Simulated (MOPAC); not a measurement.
Input file for MOPAC: PM6 on GaH+, 2S+1 = 2, a spin state set in the input, which need not be the lowest, a point of a bond scan (R = 1.711 Å). Charge +1.

```
PM6 1SCF PRECISE CHARGE=1 UHF MS=0.5 THREADS=1
GaH

H      0.00000000 1     0.00000000 1     0.00000000 1
Ga     0.00000000 1     0.00000000 1     1.71148700 1
```

The log:

```
*******************************************************************************
 **                                                                           **
 **                              MOPAC v23.2.5                                **
 **                                                                           **
 *******************************************************************************
 ** MOPAC's Digital Object Identifier: https://doi.org/10.5281/zenodo.6511958 **
 **                                                                           **
 ** Please cite the open-source release paper for use of this MOPAC version:  **
 ** J. E. Moussa and J. J. P. Stewart (2026)                                  **
 ** MOPAC: An open-source semiempirical molecular orbital program             **
 ** J. Open Source Softw., 11(119), 8025, https://doi.org/10.21105/joss.08025 **
 *******************************************************************************

                              PM6 CALCULATION RESULTS

 *******************************************************************************
 *  PM6        - The PM6 Hamiltonian to be used
 *  UHF        - UNRESTRICTED HARTREE-FOCK CALCULATION
 *
 *
 *
 *                 CHARGE ON SYSTEM = +1
 *
 *
 *
 *  MS=        - IN MECI, MAGNETIC COMPONENT OF SPIN =  0.5
 *  PRECISE    - TIGHTER CRITERIA TO BE USED
 *  1SCF       - DO 1 SCF AND THEN STOP
 *  THREADS=1  - MULTI-THREADING NOT USED
 *  T=         - A TIME OF 172800.0 SECONDS REQUESTED
 *  DUMP=N     - RESTART FILE WRITTEN EVERY 7200.0 SECONDS REQUESTED
 *******************************************************************************
PM6 1SCF PRECISE CHARGE=1 UHF MS=0.5 THREADS=1
 GaH

   ATOM   CHEMICAL          X               Y               Z
  NUMBER   SYMBOL      (ANGSTROMS)     (ANGSTROMS)     (ANGSTROMS)

     1       H          0.00000000  *   0.00000000  *   0.00000000  *
     2      Ga          0.00000000  *   0.00000000  *   1.71148700  *



          CARTESIAN COORDINATES

    NO.       ATOM           X           Y           Z

     1         H          0.0000      0.0000      0.0000
     2        Ga          0.0000      0.0000      1.7115

 General Reference for PM6:
 "Optimization of Parameters for Semiempirical Methods V: Modification of NDDO Approximations
 and Application to 70 Elements", J. J. P. Stewart, J. Mol. Mod., 13, 1173-1213 (2007)
 URL: https://link.springer.com/article/10.1007/s00894-007-0233-4

           Empirical Formula: H Ga  =     2 atoms



      MOLECULAR POINT GROUP   :   C*v


          UHF CALCULATION, NO. OF ALPHA ELECTRONS =    2
                           NO. OF BETA  ELECTRONS =    1

 -------------------------------------------------------------------------------
 PM6 1SCF PRECISE CHARGE=1 UHF MS=0.5 THREADS=1
 GaH



     1SCF WAS SPECIFIED, SO BFGS WAS NOT USED
     SCF FIELD WAS ACHIEVED


                              PM6 CALCULATION
                                                       MOPAC v23.2.5 Linux




          FINAL HEAT OF FORMATION =        256.99072 KCAL/MOL =    1075.24918 KJ/MOL


          COSMO AREA              =         63.70 SQUARE ANGSTROMS
          COSMO VOLUME            =         47.09 CUBIC ANGSTROMS

          IONIZATION POTENTIAL    =         17.163769 EV
          ALPHA SOMO LUMO (EV)    =        -17.164 -6.709
          BETA  SOMO LUMO (EV)    =        -21.342 -8.713
          NO. OF ALPHA ELECTRONS  =          2
          NO. OF BETA  ELECTRONS  =          1
          MOLECULAR WEIGHT        =         70.7429         POINT GROUP:  C*v

          MOLECULAR DIMENSIONS (Angstroms)

            Atom       Atom       Distance
           Ga     2    H     1     1.71149
           Ga     2    H     1     0.00000
            H     1   Ga     2     0.00000


          SCF CALCULATIONS        =          1





   ATOM   CHEMICAL          X               Y               Z
  NUMBER   SYMBOL      (ANGSTROMS)     (ANGSTROMS)     (ANGSTROMS)

     1       H          0.00000000  *   0.00000000  *   0.00000000  *
     2      Ga          0.00000000  *   0.00000000  *   1.71148700  *

                             CARTESIAN COORDINATES

   1    H        0.000000000     0.000000000     0.000000000
   2   Ga        0.000000000     0.000000000     1.711487000


           Empirical Formula: H Ga  =     2 atoms



      MOLECULAR POINT GROUP   :   C*v


          ALPHA EIGENVALUES
 -22.96866 -17.16377  -6.70864  -6.70864  -4.25670


           BETA EIGENVALUES
 -21.34246  -8.71297  -6.52802  -6.52802  -2.54373


              NET ATOMIC CHARGES AND DIPOLE CONTRIBUTIONS

  ATOM NO.   TYPE          CHARGE      No. of ELECS.   s-Pop       p-Pop
    1          H           0.185114        0.8149     0.81489
    2         Ga           0.814886        2.1851     1.74692     0.43820
 DIPOLE           X         Y         Z       TOTAL
 POINT-CHG.     0.000     0.000    -1.405     1.405
 HYBRID         0.000     0.000     0.338     0.338
 SUM            0.000     0.000    -1.067     1.067


          ATOMIC ORBITAL ELECTRON POPULATIONS

     Atom    s        px        py        pz
    1  H   0.81489
    2 Ga   1.74692   0.00000   0.00000   0.43820


                    (SZ)    =    0.500000
                    (S**2)  =    0.777977


          ATOMIC ORBITAL SPIN POPULATIONS

    Atom   Total    s     px     py     pz
         Atomic
    1  H  0.5242  0.524
    2 Ga  0.4758  0.164  0.000 -0.000  0.311

 **********************
 *                    *
 * JOB ENDED NORMALLY *
 *                    *
 **********************




 == MOPAC DONE ==
```

The run finished.

Cost: roughly 0.020 core-seconds.
